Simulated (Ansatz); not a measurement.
Basis-set extrapolation for `NC[SiH](Cl)Cl` (PBE0-D4/def2-TZVP geometry, frozen core, the Gaussian-basis code of Ansatz). Multiplicity 1, RHF reference.

```
                       def2-TZVPP    def2-QZVPP
                 HF  -1303.342737  -1303.381863
    MP2 correlation     -0.886388     -0.962539
CCSD(T) correlation     -0.982981       not run
```

Energies in hartree. Use E(X) = E(∞) + A·exp(−7.88·√X) for Hartree–Fock and E(X) = E(∞) + B·X^(−2.97) for correlation, with X = 3 and 4, and add CCSD(T) minus MP2 of the smaller set to the MP2 limit.

What is the CCSD(T) energy at the basis-set limit?

HF limit: -1303.381863 + (-0.039126) × 0.13774 = -1303.38725. MP2 limit: -0.962539 + (-0.076151) × 0.74074 = -1.01895. Higher-order term: -0.982981 − (-0.886388) = -0.09659. Total: -1304.50279 hartree, 464.9 kJ/mol below CCSD(T)/def2-TZVPP.
